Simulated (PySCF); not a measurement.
Energies: ωB97X-D3(BJ)/def2-TZVP (PySCF, density fitting, integration grid level 2) on PBE0-D3(BJ)/def2-SVP structures. ωB97X-D3(BJ) is ωB97X-V with D3(BJ) in place of VV10. Enthalpies at 298.15 K use unscaled PBE0-D3(BJ)/def2-SVP harmonic frequencies.

Question: Rank by proton affinities (298 K, kJ/mol) at the best site tried, lowest first.
A. `O=C=O` (CO2)
B. vinyl acetate, `C=COC(C)=O` (C4H6O2)
C. propionamide, `CCC(N)=O` (C3H7NO)
D. `C=C(C)CN` (C4H9N)
E. hydrogen selenide, `[SeH2]` (H2Se)
F. arsine, `[AsH3]` (AsH3)

Answer: A (543), E (724), F (771), B (844), C (889), D (925).

Sites or products: arsine: [AsH4]+; hydrogen selenide: [H3Se]+; vinyl acetate: `C/C=[O+]/C(C)=O`; propionamide: `CCC(N)=[OH+]`; carbon dioxide: `O=C=[OH+]`; 2-methylallylamine: `C=C(C)C[NH3+]`.

Others at the same level:
```tsv
molecule	proton affinities (298 K, kJ/mol) at the best site tried
isoprene, C=CC(=C)C (C5H8)	850
phosphorous acid, OP(O)O (H3O3P)	896
```
